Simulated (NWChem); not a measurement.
C$_{2}$H$_{2}$BF$_{3}$; SMILES C=C(F)B(F)F

```xyz
8

C     -1.2457     1.4447     0.0000
C     -0.0878     0.7798     0.0000
F      1.0839     1.4643     0.0000
B      0.0451    -0.7700     0.0000
F      1.2259    -1.3624     0.0000
F     -1.0428    -1.5289     0.0000
H     -2.1804     0.8957     0.0000
H     -1.2840     2.5298     0.0000
```
Atoms are numbered in this order, from 1.

Computed with NWChem. Pople sets run with spherical d functions. Geometry: optimised at B3LYP/6-31G* (spherical d). Vzz is the largest principal value of the second derivative of the potential at the nucleus (NWChem prints the opposite sign); η is the asymmetry. Non-relativistic.

| level | Vzz B4 (a.u.) | η B4 | relative time |
|---|---|---|---|
| CAM-B3LYP/6-31G* | 0.320 | 0.62 | 1 |
| CAM-B3LYP/def2-TZVP | 0.364 | 0.56 | 10 |
| PBE/cc-pVTZ | 0.326 | 0.55 | 2 |
| PBE/def2-TZVP | 0.323 | 0.58 | 1 |

Relative times are rough (shared machine, one core).
